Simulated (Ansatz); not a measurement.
A first, cheap relaxation of `OP[SiH2][SeH]`.

```yaml
crystal:
  periodic: [false, false, false]
  atoms:
    - {symbol: O, position_ang: [-1.079800, -1.094100, 1.366100]}
    - {symbol: P, position_ang: [-1.184400, -0.803100, -0.363500]}
    - {symbol: Si, position_ang: [0.228900, 0.872900, -0.330500]}
    - {symbol: Se, position_ang: [2.420100, 0.070900, 0.123200]}
    - {symbol: H, position_ang: [-0.443400, -1.762000, 1.465400]}
    - {symbol: H, position_ang: [-2.339000, 0.090500, -0.307400]}
    - {symbol: H, position_ang: [0.292800, 1.551900, -1.617100]}
    - {symbol: H, position_ang: [-0.088100, 1.842800, 0.725900]}
    - {symbol: H, position_ang: [2.281400, -0.816200, -1.079000]}
basis:
  gaussian: {orbitals: def2-SVP}
hamiltonian: {xc: pbe, dispersion: d4}
relax: {f_tol: 0.03, max_steps: 200}
```

```sh
$ ansatz run in.yaml --threads 4 --pin off --events-out ev --progress --plain
```

Shortened log:

```
Functional definition: PBE
mean field -84609.44092851 eV, -3109.3396037837 hartree, gradient 3.9e-5 eV, S^2 0.000000; 0 other end points of the search recorded, 0 dependent functions left out
relax step   1: F+E_penalty+E_count = -84609.69003422 eV  Δ(F+E_penalty+E_count) = +0.000e0 eV  max|allowed force component| = 2.207e0 eV/Å  Δτ_max = 0.0000 Å  (27 SCF iters, accepted)
mean field -84609.65320921 eV, -3109.3474049556 hartree, gradient 1.9e-5 eV, S^2 0.000000; 0 other end points of the search recorded, 0 dependent functions left out
relax step   2: F+E_penalty+E_count = -84609.90375784 eV  Δ(F+E_penalty+E_count) = -2.137e-1 eV  max|allowed force component| = 7.373e-1 eV/Å  Δτ_max = 0.1191 Å  (28 SCF iters, accepted)
mean field -84609.67448266 eV, -3109.3481867406 hartree, gradient 9.0e-6 eV, S^2 0.000000; 0 other end points of the search recorded, 0 dependent functions left out
relax step   3: F+E_penalty+E_count = -84609.92305778 eV  Δ(F+E_penalty+E_count) = -1.930e-2 eV  max|allowed force component| = 3.440e-1 eV/Å  Δτ_max = 0.1307 Å  (28 SCF iters, accepted)
mean field -84609.68593002 eV, -3109.3486074231 hartree, gradient 2.3e-5 eV, S^2 0.000000; 0 other end points of the search recorded, 0 dependent functions left out
relax step   4: F+E_penalty+E_count = -84609.93511363 eV  Δ(F+E_penalty+E_count) = -1.206e-2 eV  max|allowed force component| = 1.829e-1 eV/Å  Δτ_max = 0.0428 Å  (28 SCF iters, accepted)
mean field -84609.68702341 eV, -3109.3486476045 hartree, gradient 2.2e-5 eV, S^2 0.000000; 0 other end points of the search recorded, 0 dependent functions left out
relax step   5: F+E_penalty+E_count = -84609.93668342 eV  Δ(F+E_penalty+E_count) = -1.570e-3 eV  max|allowed force component| = 4.715e-2 eV/Å  Δτ_max = 0.0136 Å  (28 SCF iters, accepted)
mean field -84609.68754585 eV, -3109.3486668038 hartree, gradient 2.2e-5 eV, S^2 0.000000; 0 other end points of the search recorded, 0 dependent functions left out
relax step   6: F+E_penalty+E_count = -84609.93747196 eV  Δ(F+E_penalty+E_count) = -7.885e-4 eV  max|allowed force component| = 5.331e-2 eV/Å  Δτ_max = 0.0189 Å  (28 SCF iters, accepted)
mean field -84609.68806239 eV, -3109.3486857864 hartree, gradient 2.3e-5 eV, S^2 0.000000; 0 other end points of the search recorded, 0 dependent functions left out
relax step   7: F+E_penalty+E_count = -84609.93817548 eV  Δ(F+E_penalty+E_count) = -7.035e-4 eV  max|allowed force component| = 7.124e-2 eV/Å  Δτ_max = 0.0218 Å  (28 SCF iters, accepted)
mean field -84609.68853798 eV, -3109.3487032640 hartree, gradient 6.5e-6 eV, S^2 0.000000; 0 other end points of the search recorded, 0 dependent functions left out
relax step   8: F+E_penalty+E_count = -84609.93982550 eV  Δ(F+E_penalty+E_count) = -1.650e-3 eV  max|allowed force component| = 1.818e-1 eV/Å  Δτ_max = 0.0803 Å  (28 SCF iters, accepted)
mean field -84609.68811860 eV, -3109.3486878521 hartree, gradient 6.7e-6 eV, S^2 0.000000; 0 other end points of the search recorded, 0 dependent functions left out
relax step   9: F+E_penalty+E_count = -84609.94082438 eV  Δ(F+E_penalty+E_count) = -9.989e-4 eV  max|allowed force component| = 3.573e-1 eV/Å  Δτ_max = 0.0896 Å  (28 SCF iters, accepted)
mean field -84609.68964688 eV, -3109.3487440155 hartree, gradient 1.9e-5 eV, S^2 0.000000; 0 other end points of the search recorded, 0 dependent functions left out
relax step  10: F+E_penalty+E_count = -84609.94350082 eV  Δ(F+E_penalty+E_count) = -2.676e-3 eV  max|allowed force component| = 1.983e-1 eV/Å  Δτ_max = 0.0423 Å  (28 SCF iters, accepted)
mean field -84609.68572416 eV, -3109.3485998581 hartree, gradient 1.6e-5 eV, S^2 0.000000; 0 other end points of the search recorded, 0 dependent functions left out
relax step  11: F+E_penalty+E_count = -84609.94204774 eV  Δ(F+E_penalty+E_count) = +1.453e-3 eV  max|allowed force component| = 1.690e-1 eV/Å  Δτ_max = 0.1278 Å  (28 SCF iters, rejected (line search))
mean field -84609.69128320 eV, -3109.3488041491 hartree, gradient 2.6e-5 eV, S^2 0.000000; 0 other end points of the search recorded, 0 dependent functions left out
relax step  12: F+E_penalty+E_count = -84609.94578604 eV  Δ(F+E_penalty+E_count) = -2.285e-3 eV  max|allowed force component| = 1.078e-1 eV/Å  Δτ_max = 0.0624 Å  (28 SCF iters, accepted)
mean field -84609.69012158 eV, -3109.3487614604 hartree, gradient 9.1e-6 eV, S^2 0.000000; 0 other end points of the search recorded, 0 dependent functions left out
relax step  13: F+E_penalty+E_count = -84609.94645404 eV  Δ(F+E_penalty+E_count) = -6.680e-4 eV  max|allowed force component| = 1.749e-1 eV/Å  Δτ_max = 0.0975 Å  (28 SCF iters, accepted)
mean field -84609.69172366 eV, -3109.3488203355 hartree, gradient 2.2e-5 eV, S^2 0.000000; 0 other end points of the search recorded, 0 dependent functions left out
relax step  14: F+E_penalty+E_count = -84609.94825169 eV  Δ(F+E_penalty+E_count) = -1.798e-3 eV  max|allowed force component| = 9.353e-2 eV/Å  Δτ_max = 0.0240 Å  (28 SCF iters, accepted)
mean field -84609.69154410 eV, -3109.3488137369 hartree, gradient 2.2e-5 eV, S^2 0.000000; 0 other end points of the search recorded, 0 dependent functions left out
relax step  15: F+E_penalty+E_count = -84609.94808071 eV  Δ(F+E_penalty+E_count) = +1.710e-4 eV  max|allowed force component| = 6.709e-2 eV/Å  Δτ_max = 0.0309 Å  (28 SCF iters, rejected (line search))
mean field -84609.69229527 eV, -3109.3488413420 hartree, gradient 2.0e-5 eV, S^2 0.000000; 0 other end points of the search recorded, 0 dependent functions left out
relax step  16: F+E_penalty+E_count = -84609.94886076 eV  Δ(F+E_penalty+E_count) = -6.091e-4 eV  max|allowed force component| = 2.906e-2 eV/Å  Δτ_max = 0.0149 Å  (29 SCF iters, accepted)
mean field -84609.69219945 eV, -3109.3488378207 hartree, gradient 2.0e-5 eV, S^2 0.000000; 0 other end points of the search recorded, 0 dependent functions left out
relax step  17: F+E_penalty+E_count = -84609.94923346 eV  Δ(F+E_penalty+E_count) = -3.727e-4 eV  max|allowed force component| = 1.734e-2 eV/Å  Δτ_max = 0.0333 Å  (28 SCF iters, accepted)
mean field -84609.69206907 eV, -3109.3488330291 hartree, gradient 2.3e-5 eV, S^2 0.000000; 0 other end points of the search recorded, 0 dependent functions left out
relax step  18: F+E_penalty+E_count = -84609.94940859 eV  Δ(F+E_penalty+E_count) = -1.751e-4 eV  max|allowed force component| = 4.985e-2 eV/Å  Δτ_max = 0.0366 Å  (28 SCF iters, accepted)
mean field -84609.69208539 eV, -3109.3488336289 hartree, gradient 1.2e-5 eV, S^2 0.000000; 0 other end points of the search recorded, 0 dependent functions left out
relax step  19: F+E_penalty+E_count = -84609.94947868 eV  Δ(F+E_penalty+E_count) = -7.009e-5 eV  max|allowed force component| = 1.968e-2 eV/Å  Δτ_max = 0.0041 Å  (23 SCF iters, accepted)
mean field -84609.69208539 eV, -3109.3488336289 hartree, gradient 1.2e-5 eV, S^2 0.000000; 1 other end points of the search recorded, 0 dependent functions left out
Total energy: -84609.94951039 eV, -3109.3582938231 hartree
Atom 0 at    -1.014833    -1.241452     1.224581 Å, force     0.019685    -0.003622    -0.010668 eV/Å
Atom 1 at    -1.280035    -0.817820    -0.405823 Å, force    -0.009652     0.011966    -0.000766 eV/Å
Atom 2 at     0.194928     0.945330    -0.375689 Å, force     0.005000    -0.010668     0.002054 eV/Å
Atom 3 at     2.146445    -0.113148     0.302769 Å, force     0.001918     0.001772    -0.001726 eV/Å
Atom 4 at    -0.063793    -1.486978     1.293352 Å, force    -0.013673     0.002436     0.010713 eV/Å
Atom 5 at    -2.433585     0.018762    -0.156049 Å, force     0.000420    -0.005258     0.000158 eV/Å
Atom 6 at     0.378916     1.650387    -1.694138 Å, force    -0.001106     0.002184    -0.002644 eV/Å
Atom 7 at    -0.046712     1.937737     0.727336 Å, force    -0.001034     0.000106     0.000548 eV/Å
Atom 8 at     2.207171    -0.939219    -0.933237 Å, force    -0.001559     0.001085     0.002331 eV/Å
Dipole moment:     0.077171     0.084538    -0.226537 e Å
```

Run time 22 s (4 threads of a server CPU on a shared host); peak host memory 0.16 GiB.
